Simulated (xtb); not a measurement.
C6H14B (SMILES [CH2]CB(CC)CC), doublet, geometry from GFN2-xTB; GFN0-xTB (xtb).

Here is a job for xtb.
```
$ xtb coord --gfn 0 --uhf 1 --json

# file coord
$coord
     -1.5414742419       2.8278676390       0.9374359662  c
     -2.1235031231       2.2662567573      -1.6608656267  c
      0.0311335781       0.3285615223      -0.3341001017  b
     -0.7702743837      -2.4379355600       0.5937791037  c
     -3.5834014597      -3.1013421141       0.5170614765  c
      2.9100201563       0.8193671819      -1.1391404006  c
      4.8614291337      -0.1246134917       0.7848693811  c
     -0.3565822490       4.4275815204       1.3732892026  h
     -2.8842545910       2.3352929690       2.3885768963  h
     -1.3736496868       3.4768692077      -3.1201801891  h
     -3.9129830940       1.4010293806      -2.1056850844  h
      0.2510964328      -3.8679676067      -0.4956845355  h
     -0.1222146167      -2.6898230700       2.5451205423  h
     -4.2803861794      -3.0842536042      -1.4174071267  h
     -3.9097269069      -4.9812926477       1.2884659164  h
     -4.6934259050      -1.7663116452       1.6183788764  h
      3.3054833503      -0.1362517669      -2.9324725215  h
      3.2651750196       2.8259323138      -1.4796484691  h
      6.7771415248       0.2647717194       0.1432883889  h
      4.5862052825       0.8043952597       2.5978673338  h
      4.6756775028      -2.1503826252       1.0677513664  h
$end
```

The log (banner, timings and long lists left out):

```
   ID    Z sym.   atoms
    1    6 c      1, 2, 4-7
    2    5 b      3
    3    1 h      8-21

           -------------------------------------------------
          |                Calculation Setup                |
           -------------------------------------------------

           -------------------------------------------------
          |                 G F N 0 - x T B                 |
           -------------------------------------------------

          ...................................................
          :                      SETUP                      :
          :.................................................:
          :  # basis functions                  56          :
          :  # atomic orbitals                  56          :
          :  # shells                           42          :
          :  # electrons                        41          :
          :  electronic temp.          300.0000000     K    :
          :  accuracy                    1.0000000          :
          :  -> integral cutoff          0.2500000E+02      :
          :  -> integral neglect         0.1000000E-07      :
          ...................................................

         :::::::::::::::::::::::::::::::::::::::::::::::::::::
         ::                     SUMMARY                     ::
         :::::::::::::::::::::::::::::::::::::::::::::::::::::
         :: total energy             -21.756274526405 Eh    ::
         :: gradient norm              0.030532017105 Eh/a0 ::
         :: HOMO-LUMO gap              5.548477121108 eV    ::
         ::.................................................::
         :: H0 energy                -22.033734018510 Eh    ::
         :: repulsion energy           0.356337488816 Eh    ::
         :: electrostat energy        -0.022154824651 Eh    ::
         :: -> Gsolv                   0.000000000000 Eh    ::
         ::    -> Gsasa                0.000000000000 Eh    ::
         ::    -> Gshift               0.000000000000 Eh    ::
         :: dispersion energy         -0.006765504854 Eh    ::
         :: short-range corr.         -0.049957667205 Eh    ::
         :: add. restraining           0.000000000000 Eh    ::
         :: total charge              -0.000000000000 e     ::
         :::::::::::::::::::::::::::::::::::::::::::::::::::::

           -------------------------------------------------
          |                Property Printout                |
           -------------------------------------------------

    * Orbital Energies and Occupations

         #    Occupation            Energy/Eh            Energy/eV
      -------------------------------------------------------------
         1        2.0000           -0.6318150             -17.1926
       ...           ...                  ...                  ...
         9        2.0000           -0.5482003             -14.9173
        10        2.0000           -0.5376023             -14.6289
        11        2.0000           -0.5344721             -14.5437
        12        2.0000           -0.5325861             -14.4924
        13        2.0000           -0.5057790             -13.7629
        14        2.0000           -0.5039679             -13.7137
        15        2.0000           -0.5023508             -13.6697
        16        2.0000           -0.4989891             -13.5782
        17        2.0000           -0.4958793             -13.4936
        18        2.0000           -0.4827376             -13.1360
        19        2.0000           -0.4462301             -12.1425
        20        2.0000           -0.4404398             -11.9850
        21        1.0000           -0.3660586              -9.9610 (HOMO)
        22                         -0.1621558              -4.4125 (LUMO)
        23                         -0.1565044              -4.2587
        24                         -0.1487591              -4.0479
        25                         -0.1293370              -3.5194
        26                         -0.1247724              -3.3952
        27                         -0.1192637              -3.2453
        28                         -0.1145714              -3.1176
        29                         -0.1125221              -3.0619
        30                         -0.1044828              -2.8431
        31                         -0.0946107              -2.5745
        32                         -0.0855478              -2.3279
       ...                                ...                  ...
        56                          0.4621989              12.5771
      -------------------------------------------------------------
                  HL-Gap            0.2039028 Eh            5.5485 eV
             Fermi-level            0.0000000 Eh            0.0000 eV

     #   Z          covCN         q      C6AA      α(0)
     1   6 c        3.698    -0.138    26.073     7.387
     2   6 c        3.705    -0.136    26.009     7.376
     3   5 b        3.534    -0.093    38.638    10.076
     4   6 c        3.718    -0.038    23.901     7.065
     5   6 c        3.749    -0.384    32.255     8.197
     6   6 c        3.718    -0.053    24.202     7.110
     7   6 c        3.749    -0.383    32.250     8.196
     8   1 h        0.926     0.073     2.057     2.243
     9   1 h        0.926     0.074     2.044     2.235
    10   1 h        0.926     0.070     2.087     2.259
    11   1 h        0.926     0.076     2.024     2.225
    12   1 h        0.924     0.058     2.222     2.331
    13   1 h        0.924     0.061     2.193     2.316
    14   1 h        0.925     0.118     1.628     1.995
    15   1 h        0.925     0.108     1.717     2.049
    16   1 h        0.925     0.119     1.622     1.992
    17   1 h        0.924     0.061     2.188     2.313
    18   1 h        0.924     0.062     2.179     2.309
    19   1 h        0.925     0.109     1.706     2.043
    20   1 h        0.925     0.121     1.604     1.981
    21   1 h        0.925     0.117     1.640     2.003

 Mol. C6AA /au·bohr⁶  :       3235.561306
 Mol. C8AA /au·bohr⁸  :      75583.220135
 Mol. α(0) /au        :         85.700700

Wiberg/Mayer (AO) data.
largest (>0.10) Wiberg bond orders for each atom

 ---------------------------------------------------------------------------
     #   Z sym  total        # sym  WBO       # sym  WBO       # sym  WBO
 ---------------------------------------------------------------------------
     1   6 c    3.869 --     2 c    1.314     8 h    0.980     9 h    0.979
                             3 b    0.577
     2   6 c    3.885 --     1 c    1.314    10 h    0.980    11 h    0.979
                             3 b    0.596
     3   5 b    3.062 --     4 c    0.911     6 c    0.909     2 c    0.596
                             1 c    0.577
     4   6 c    3.881 --     5 c    1.024    12 h    0.974    13 h    0.969
                             3 b    0.911
     5   6 c    3.980 --     4 c    1.024    15 h    0.983    14 h    0.981
                            16 h    0.981
     6   6 c    3.883 --     7 c    1.018    18 h    0.979    17 h    0.971
                             3 b    0.909
     7   6 c    3.980 --     6 c    1.018    19 h    0.984    20 h    0.982
                            21 h    0.982
     8   1 h    0.986 --     1 c    0.980
     9   1 h    0.984 --     1 c    0.979
    10   1 h    0.986 --     2 c    0.980
    11   1 h    0.982 --     2 c    0.979
    12   1 h    0.987 --     4 c    0.974
    13   1 h    0.990 --     4 c    0.969
    14   1 h    0.983 --     5 c    0.981
    15   1 h    0.983 --     5 c    0.983
    16   1 h    0.979 --     5 c    0.981
    17   1 h    0.990 --     6 c    0.971
    18   1 h    0.983 --     6 c    0.979
    19   1 h    0.983 --     7 c    0.984
    20   1 h    0.984 --     7 c    0.982
    21   1 h    0.980 --     7 c    0.982
 ---------------------------------------------------------------------------

Topologies differ in total number of bonds
Writing topology from bond orders to xtbtopo.mol

 dipole moment from electron density (au)
     X       Y       Z
  -0.2932   0.2933  -0.0051  total (Debye):    1.054

           -------------------------------------------------
          | TOTAL ENERGY              -21.756274526405 Eh   |
          | GRADIENT NORM               0.030532017105 Eh/α |
          | HOMO-LUMO GAP               5.548477121108 eV   |
           -------------------------------------------------

normal termination of xtb
```
